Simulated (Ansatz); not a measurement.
`[NH2][Sc]([NH2])[Cl]` and `[NH2][Sc]([OH])[Cl]` differ in one atom or group.

Ansatz, PBE0-D4/def2-TZVP geometries, multiplicity 1. Each molecule was computed in one conformer, which needn't be the lowest.

Scalar relativity is left out up to krypton.

```tsv
property	`[NH2][Sc]([NH2])[Cl]`
size of the dipole moment (PBE/def2-TZVPP) / D	3.17
LUMO energy (PBE/def2-TZVPP) / eV	-2.57
LUMO energy (B3LYP/def2-TZVPP) / eV	-2.04
ideal-gas entropy at 298 K and 1 bar (rigid rotor, harmonic PBE0-D4/def2-TZVP) / J/(mol·K)	350
size of the dipole moment (B3LYP/def2-TZVPP) / D	3.16
HOMO–LUMO gap (B3LYP/def2-TZVPP) / eV	5.09
```

Question: Give the same properties after the change, and the shifts. (Best estimate.)

Answer: Computed: 
| property | `[NH2][Sc]([OH])[Cl]` | shift |
| --- | --- | --- |
| size of the dipole moment (PBE/def2-TZVPP) / D | 2.87 | -0.30 |
| LUMO energy (PBE/def2-TZVPP) / eV | -2.73 | -0.16 |
| LUMO energy (B3LYP/def2-TZVPP) / eV | -2.19 | -0.15 |
| ideal-gas entropy at 298 K and 1 bar (rigid rotor, harmonic PBE0-D4/def2-TZVP) / J/(mol·K) | 350 | 0 |
| size of the dipole moment (B3LYP/def2-TZVPP) / D | 2.84 | -0.32 |
| HOMO–LUMO gap (B3LYP/def2-TZVPP) / eV | 5.03 | -0.06 |

With PBE0 the HOMO falls by 0.09 eV and the LUMO falls by 0.14 eV, so the gap narrows by about 0.05 eV. PBE moves the HOMO by -0.09 eV and ωB97M-V by -0.07 eV. The zero-point energy changes by -30.3 kJ/mol with -3 modes. Dipoles are sizes alone; their direction can turn.

B3LYP here is the variant with VWN-RPA as its local correlation; programs differ in this.
